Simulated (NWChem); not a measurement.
System: CH₄CdS; SMILES [SH][Cd][CH3]

Excerpt of the output:

```
             Northwest Computational Chemistry Package (NWChem) 7.3.0
             --------------------------------------------------------

 C1  symmetry detected

                             Geometry "geometry" -> ""
                             -------------------------

 Output coordinates in angstroms (scale by  1.889725989 to convert to a.u.)

  No.       Tag          Charge          X              Y              Z
 ---- ---------------- ---------- -------------- -------------- --------------
    1 Cd                  48.0000     0.00960735    -0.27202761    -0.00007965
    2 C                    6.0000     0.00403418    -2.37919247     0.00045555
    3 H                    1.0000    -0.65633278    -2.75855790    -0.79304867
    4 H                    1.0000    -0.35075602    -2.76025586     0.96912704
    5 H                    1.0000     1.02007571    -2.76154910    -0.17711287
    6 S                   16.0000     0.04996755     2.08842130     0.00013017
    7 H                    1.0000    -1.29782579     2.19810215     0.00004148

 Effective nuclear repulsion energy (a.u.)     315.1290197362

 Summary of "ao basis" -> "ao basis" (spherical)
 ------------------------------------------------------------------------------
       Tag                 Description            Shells   Functions and Types
 ---------------- ------------------------------  ------  ---------------------
 Cd                         def2-svp                11       31   5s3p2d1f
 C                          def2-svp                 6       14   3s2p1d
 H                          def2-svp                 3        5   2s1p
 S                          def2-svp                 8       18   4s3p1d

            General Information
            -------------------
          SCF calculation type: DFT
          Wavefunction type:  closed shell.
          No. of atoms     :     7
          No. of electrons :    46
           Alpha electrons :    23
            Beta electrons :    23
          Charge           :     0
          Spin multiplicity:     1
          Use of symmetry is: off; symmetry adaption is: off
          Maximum number of iterations: 150
          AO basis - number of functions:    83
                     number of shells:    37
          Convergence on energy requested:  1.00D-06
          Convergence on density requested:  1.00D-05
          Convergence on gradient requested:  5.00D-04

              XC Information
              --------------
                     Hartree-Fock (Exact) Exchange  1.000
                     LC-wPBE(h)Exchange Functional  1.000
            Perdew 1991 LDA Correlation Functional  1.000 local
           PerdewBurkeErnz. Correlation Functional  1.000 non-local

           Range-Separation Parameters
           ---------------------------
           Alpha           :  0.00
           Beta            :  1.00
           Gamma           :  0.05
           Short-Range HF  :     F

             Grid Information
             ----------------
          Grid used for XC integration:  medium
          Radial quadrature: Mura-Knowles
          Angular quadrature: Lebedev.
          Tag              B.-S. Rad. Rad. Pts. Rad. Cut. Ang. Pts.
          ---              ---------- --------- --------- ---------
          Cd                  1.55      123           9.0       590
          C                   0.70       49          12.0       434
          H                   0.35       45          13.0       434
          S                   1.00       88          12.0       590
          Grid pruning is: on
          Number of quadrature shells:   440
          Spatial weights used:  Erf1

      Superposition of Atomic Density Guess
      -------------------------------------

 Sum of atomic energies:        -628.94293103

      Non-variational initial energy
      ------------------------------

 Total energy =    -604.712282
 1-e energy   =   -1199.099207
 2-e energy   =     443.672493
 HOMO         =      -0.311250
 LUMO         =      -0.012177

   convergence    iter        energy       DeltaE   RMS-Dens  Diis-err
 ---------------- ----- ----------------- --------- --------- ---------
 d= 0,ls=0.0,diis     1   -606.0201860224 -7.57D+02  1.43D-02  3.58D-01
 d= 0,ls=0.0,diis     2   -606.0380943951 -1.79D-02  7.46D-03  1.85D-01
 d= 0,ls=0.0,diis     3   -606.0627926394 -2.47D-02  2.43D-03  4.04D-02
 d= 0,ls=0.0,diis     4   -606.0684421470 -5.65D-03  4.23D-04  2.04D-03
 d= 0,ls=0.0,diis     5   -606.0686561079 -2.14D-04  1.17D-04  8.86D-05
  Resetting Diis
 d= 0,ls=0.0,diis     6   -606.0686657219 -9.61D-06  4.28D-05  1.08D-05
 d= 0,ls=0.0,diis     7   -606.0686670144 -1.29D-06  3.51D-05  1.97D-06
 d= 0,ls=0.0,diis     8   -606.0686665187  4.96D-07  2.19D-05  5.55D-06
 d= 0,ls=0.0,diis     9   -606.0686672903 -7.72D-07  1.93D-06  3.39D-08

         Total DFT energy =     -606.068667290282
      One electron energy =    -1200.754215587005
           Coulomb energy =      491.721014506836
    Exchange-Corr. energy =      -47.749898299707
 Nuclear repulsion energy =      150.714432089594

 Numeric. integr. density =       45.999996027346

                       DFT Final Molecular Orbital Analysis
                       ------------------------------------

 Vector   21  Occ=2.000000D+00  E=-3.096055D-01
              MO Center= -2.2D-02,  8.0D-02,  8.0D-05, r^2= 4.4D+00
   Bfn.  Coefficient  Atom+Function         Bfn.  Coefficient  Atom+Function
  ----- ------------  ---------------      ----- ------------  ---------------
     4      0.585718  1 Cd s                  2     -0.372006  1 Cd s
    72     -0.242670  6 S  py                36      0.237380  2 C  py
    69     -0.200161  6 S  py                64     -0.177437  6 S  s
     5      0.168032  1 Cd s                 19      0.167323  1 Cd d  2
    63     -0.163391  6 S  s                  1      0.151902  1 Cd s

 Vector   22  Occ=2.000000D+00  E=-2.633838D-01
              MO Center=  3.0D-02,  5.4D-02,  2.8D-04, r^2= 5.8D+00
   Bfn.  Coefficient  Atom+Function         Bfn.  Coefficient  Atom+Function
  ----- ------------  ---------------      ----- ------------  ---------------
    72      0.427292  6 S  py                36      0.352229  2 C  py
    69      0.310534  6 S  py                39      0.260632  2 C  py
    34      0.203666  2 C  s                  7      0.192152  1 Cd py
    66      0.179150  6 S  py                10     -0.164603  1 Cd py
    71      0.085287  6 S  px                56     -0.076800  5 H  s

 Vector   23  Occ=2.000000D+00  E=-2.315222D-01
              MO Center=  2.4D-02,  1.9D+00,  2.4D-04, r^2= 1.9D+00
   Bfn.  Coefficient  Atom+Function         Bfn.  Coefficient  Atom+Function
  ----- ------------  ---------------      ----- ------------  ---------------
    73      0.629366  6 S  pz                70      0.435330  6 S  pz
    67      0.250931  6 S  pz                14      0.132179  1 Cd pz
    16     -0.129853  1 Cd d -1              11      0.073712  1 Cd pz
     8     -0.066363  1 Cd pz                52     -0.050044  4 H  s
    47      0.041093  3 H  s

 Vector   24  Occ=0.000000D+00  E=-1.569396D-02
              MO Center= -5.5D-01, -1.9D-01, -2.8D-03, r^2= 5.5D+00
   Bfn.  Coefficient  Atom+Function         Bfn.  Coefficient  Atom+Function
  ----- ------------  ---------------      ----- ------------  ---------------
     5      0.868914  1 Cd s                 34     -0.686375  2 C  s
    72      0.439375  6 S  py                 4      0.325307  1 Cd s
    39     -0.287539  2 C  py                64     -0.288438  6 S  s
    12     -0.277048  1 Cd px                36     -0.246973  2 C  py
    19     -0.240043  1 Cd d  2              57      0.212493  5 H  s

 Vector   25  Occ=0.000000D+00  E=-1.091925D-02
              MO Center=  5.3D-01, -2.1D-01,  7.8D-03, r^2= 5.3D+00
   Bfn.  Coefficient  Atom+Function         Bfn.  Coefficient  Atom+Function
  ----- ------------  ---------------      ----- ------------  ---------------
    12      0.827567  1 Cd px                 9      0.308414  1 Cd px
    80      0.297533  7 H  s                 64     -0.284085  6 S  s
     5      0.282626  1 Cd s                  6     -0.242807  1 Cd px
    34     -0.236713  2 C  s                 47      0.162521  3 H  s
    79      0.133392  7 H  s                 57     -0.128236  5 H  s

 Vector   26  Occ=0.000000D+00  E= 1.690216D-03
              MO Center=  2.4D-02, -1.5D-01, -5.0D-03, r^2= 5.7D+00
   Bfn.  Coefficient  Atom+Function         Bfn.  Coefficient  Atom+Function
  ----- ------------  ---------------      ----- ------------  ---------------
    14      0.868322  1 Cd pz                11      0.314074  1 Cd pz
    73     -0.303978  6 S  pz                 8     -0.246559  1 Cd pz
    52     -0.160651  4 H  s                 70     -0.152586  6 S  pz
    47      0.131545  3 H  s                 51     -0.096131  4 H  s
    67     -0.086225  6 S  pz                46      0.078745  3 H  s

     Multipole analysis of the density
     ---------------------------------

     L   x y z        total         alpha         beta         nuclear
     -   - - -        -----         -----         ----         -------
     0   0 0 0      0.000000    -23.000000    -23.000000     46.000000

     1   1 0 0     -0.320123      0.094112      0.094112     -0.508347
     1   0 1 0     -0.737545     -7.565580     -7.565580     14.393614
     1   0 0 1     -0.000176     -0.002195     -0.002195      0.004214

     2   2 0 0    -28.754461    -20.306270    -20.306270     11.858078
     2   1 1 0     -1.774726      1.489608      1.489608     -4.753942
     2   1 0 1     -0.000222     -0.000029     -0.000029     -0.000164
     2   0 2 0    -35.344753   -254.994309   -254.994309    474.643864
     2   0 1 1      0.002478      0.001044      0.001044      0.000390
     2   0 0 2    -31.509400    -18.610666    -18.610666      5.711932

                                 NWChem DFT Module
                                 -----------------

            General Information
            -------------------
          SCF calculation type: DFT
          Wavefunction type:  spin polarized.
          No. of atoms     :     7
          No. of electrons :    45
           Alpha electrons :    23
            Beta electrons :    22
          Charge           :     1
          Spin multiplicity:     2
          Use of symmetry is: off; symmetry adaption is: off
          Maximum number of iterations: 150
          This is a Direct SCF calculation.
          AO basis - number of functions:    83
                     number of shells:    37
          Convergence on energy requested:  1.00D-06
          Convergence on density requested:  1.00D-05
          Convergence on gradient requested:  5.00D-04

              XC Information
              --------------
                     Hartree-Fock (Exact) Exchange  1.000
                     LC-wPBE(h)Exchange Functional  1.000
            Perdew 1991 LDA Correlation Functional  1.000 local
           PerdewBurkeErnz. Correlation Functional  1.000 non-local

           Range-Separation Parameters
           ---------------------------
           Alpha           :  0.00
           Beta            :  1.00
           Gamma           :  0.05
           Short-Range HF  :     F

             Grid Information
             ----------------
          Grid used for XC integration:  medium
          Radial quadrature: Mura-Knowles
          Angular quadrature: Lebedev.
          Tag              B.-S. Rad. Rad. Pts. Rad. Cut. Ang. Pts.
          ---              ---------- --------- --------- ---------
          Cd                  1.55      123           9.0       590
          C                   0.70       49          12.0       434
          H                   0.35       45          13.0       434
          S                   1.00       88          12.0       590
          Grid pruning is: on
          Number of quadrature shells:   440
          Spatial weights used:  Erf1

      Superposition of Atomic Density Guess
      -------------------------------------

 Sum of atomic energies:        -628.94293103

 Renormalizing density from      46.00 to     45

      Non-variational initial energy
      ------------------------------

 Total energy =    -597.725342
 1-e energy   =   -1173.031833
 2-e energy   =     424.592060
 HOMO         =      -0.595532
 LUMO         =      -0.277261

   convergence    iter        energy       DeltaE   RMS-Dens  Diis-err
 ---------------- ----- ----------------- --------- --------- ---------
 d= 0,ls=0.0,diis     1   -605.5831000676 -7.56D+02  1.17D-02  2.81D-01
                                                     1.57D-02  2.81D-01
 d= 0,ls=0.0,diis     2   -605.2702908942  3.13D-01  9.53D-03  7.23D-01
                                                     1.42D-02  5.69D-01
 d= 0,ls=0.0,diis     3   -605.6124782885 -3.42D-01  3.26D-03  1.59D-01
                                                     1.25D-02  1.41D-01
 d= 0,ls=0.0,diis     4   -605.6716926826 -5.92D-02  1.93D-03  9.87D-02
                                                     1.76D-03  8.00D-02
 d= 0,ls=0.0,diis     5   -605.7179848971 -4.63D-02  1.63D-03  2.56D-02
                                                     1.33D-03  1.90D-02
  Resetting Diis
 d= 0,ls=0.0,diis     6   -605.7337192950 -1.57D-02  7.62D-04  2.68D-03
                                                     5.80D-04  1.88D-03
 d= 0,ls=0.0,diis     7   -605.7354851730 -1.77D-03  2.56D-04  1.28D-04
                                                     3.63D-04  1.01D-04
 d= 0,ls=0.0,diis     8   -605.7355255858 -4.04D-05  1.15D-04  1.63D-04
                                                     2.44D-04  1.91D-04
 d= 0,ls=0.0,diis     9   -605.7356467444 -1.21D-04  4.40D-05  1.12D-05
                                                     3.67D-04  1.08D-05
 d= 0,ls=0.0,diis    10   -605.7357582585 -1.12D-04  1.52D-06  8.12D-06
                                                     2.97D-05  1.62D-05
 d= 0,ls=0.0,diis    11   -605.7357480789  1.02D-05  7.06D-05  7.73D-06
                                                     7.54D-04  1.57D-05
 d= 0,ls=0.0,diis    12   -605.7355695513  1.79D-04  3.86D-05  1.06D-05
                                                     6.52D-04  1.12D-05
 d= 0,ls=0.0,diis    13   -605.7355519339  1.76D-05  1.64D-05  1.47D-05
                                                     1.59D-05  1.27D-05
 d= 0,ls=0.0,diis    14   -605.7355466005  5.33D-06  1.10D-04  2.33D-05
                                                     3.28D-04  1.97D-05
 d= 0,ls=0.0,diis    15   -605.7355493013 -2.70D-06  3.51D-05  5.38D-06
                                                     5.62D-05  4.13D-06
 d= 0,ls=0.0,diis    16   -605.7355527308 -3.43D-06  1.00D-06  5.25D-08
                                                     2.54D-06  3.89D-08
 d= 0,ls=0.0,diis    17   -605.7355527460 -1.52D-08  3.44D-06  4.16D-08
                                                     9.94D-06  3.42D-08

         Total DFT energy =     -605.735552746020
      One electron energy =    -1189.771783032517
           Coulomb energy =      480.789523104776
    Exchange-Corr. energy =      -47.467724907873
 Nuclear repulsion energy =      150.714432089594

 Numeric. integr. density =       44.999995654139

                    DFT Final Alpha Molecular Orbital Analysis
                    ------------------------------------------

[...]
```

Level: LC-wPBE (HJS exchange hole, range parameter 0.05 per bohr)/def2-SVP with def2 effective core potentials on Cd, vertical spin-unrestricted ions. Geometry: optimised at PBE0/def2-SVP. def2 effective core potentials on Cd; no spin-orbit coupling.

Which NWChem input produces such a log?

Several could match; the one computed here: the input that was run:
```
start job
memory heap 200 mb stack 900 mb global 1100 mb
geometry units angstroms noautoz
  Cd     0.552599    -0.038474    -0.004489
  C      0.910014    -2.115103     0.001960
  H      0.308011    -2.607642    -0.775632
  H      0.646974    -2.545209     0.979318
  H      1.972685    -2.318028    -0.197086
  S      0.185839     2.293646    -0.011662
  H     -1.160394     2.169710     0.017891
end
basis spherical
  Cd library def2-svp
  C library def2-svp
  H library def2-svp
  S library def2-svp
end
ecp
  Cd library def2-ecp
end
dft
  xc xwpbe 1.00 cpbe96 1.0 hfexch 1.00
  cam 0.05 cam_alpha 0.0 cam_beta 1.0
  iterations 150
  vectors input atomic output neutral.movecs
end
task dft energy
charge 1
dft
  odft
  mult 2
  vectors input atomic output cation.movecs
end
task dft energy
```
